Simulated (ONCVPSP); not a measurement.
S (Z = 16): excitation energies, all-electron against ONCV

ONCVPSP 4.0.1 input, shortened (lines: element, Z, core and valence counts, functional; n l f; lmax; l rc ep ncon nbas qcut; lloc lpopt rc5 dvloc0; l nproj debl; icmod fcfact rcfact), PBE, scalar-relativistic:

```
  S 16.00    1    4        4      upf
    1    0    2.00
    2    0    2.00
    2    1    6.00
    3    0    2.00
    3    1    4.00
    1
    0    0.65    0.00    3    7   14.30
    1    0.70    0.00    5   10   17.90
    4    5    0.50   -1.00
    0    2    3.60
    1    2    2.40
    0    0.00    0.00
```

Energies are relative to the spin-unpolarised reference configuration 2s2 2p6 3s2 3p4; without spin polarisation the order of configurations can differ from experiment.

```csv
valence configuration,charge,ΔE all-electron (eV),error AE − PS (meV)
2s2 2p6 3s2 3p3,+1,11.769,+0.9
2s2 2p6 3s2 3p2,+2,34.052,+3.4
2s2 2p5 3s2 3p4,+1,173.683,+356
```

Task: What are ΔE and the potential's error for 2s2 2p6 3s2 3p1?

Result: ΔE = 68.094 eV all-electron; the error (AE − PS) is +9.7 meV.

Levels in the configuration 2s2 2p6 3s2 3p1:

| level | all-electron (eV) | pseudo (eV) |
| --- | --- | --- |
| 2s | -253.387 | -253.390 |
| 2p | -198.336 | -198.230 |
| 3s | -52.242 | -52.240 |
| 3p | -40.275 | -40.263 |
